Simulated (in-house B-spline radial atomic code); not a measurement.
Configurations of the cerium ion Ce²⁺, with energies counted from [Xe] 4f2. Level of theory: Dirac-Hartree-Fock, average of configuration, Fermi nucleus of rms radius 4.8771 fm; calculated with a B-spline radial code for spherical atoms. Energies include first-order Breit, QED and recoil terms.

Occupations are held fixed; configurations that lie above the ionisation limit could autoionise.

```
            configuration  E - E(ref) (eV)  highest orbital  its <r> (bohr)
             [Xe] 4f1 5d1          -1.0741            5d5/2            2.59
             [Xe] 4f1 7s1            8.428            7s1/2           7.074
             [Xe] 4f1 9s1           13.529            9s1/2           16.62
             [Xe] 4f1 9d1           14.586            9d5/2           22.31
[Kr] 4d10 4f2 5s2 5p5 5g1           32.841            5g7/2           9.145
[Kr] 4d10 4f2 5s2 5p5 6g1           34.338            6g7/2           14.63
 [Kr] 4d9 4f2 5s2 5p6 9p1           123.18            9p3/2           18.43
 [Kr] 4d9 4f2 5s2 5p6 9g1           124.96            9g7/2            37.1
```

Task: Order these further configurations by energy, lowest first.
A. [Xe] 4f1 5g1
B. [Xe] 4f1 6s1
C. [Kr] 4d10 4f2 5s2 5p5 8d1
D. [Xe] 4f1 7p1
E. [Xe] 4f1 6g1

Result: B (0.28338 eV), D (9.8494 eV), A (12.327 eV), E (13.824 eV), C (34.131 eV).

Task: How far above the reference does [Kr] 4d9 4f2 5s2 5p6 6p1 lie?

Result: 113.1 eV; its least bound orbital is 6p3/2 with <r> = 4.515 bohr.

Task: How far above the reference does [Xe] 4f1 8d1 lie?

Result: 13.586 eV; its least bound orbital is 8d5/2 with <r> = 15.98 bohr.

Task: How far above the reference does [Xe] 4f1 9g1 lie?

Result: 15.716 eV; its least bound orbital is 9g7/2 with <r> = 37.1 bohr.

Task: Is the reference the lowest configuration at this level of theory?

Result: No: [Xe] 4f1 5d1 lies 1.074 eV lower. Averages of configurations without correlation can order differently from the measured ground levels.
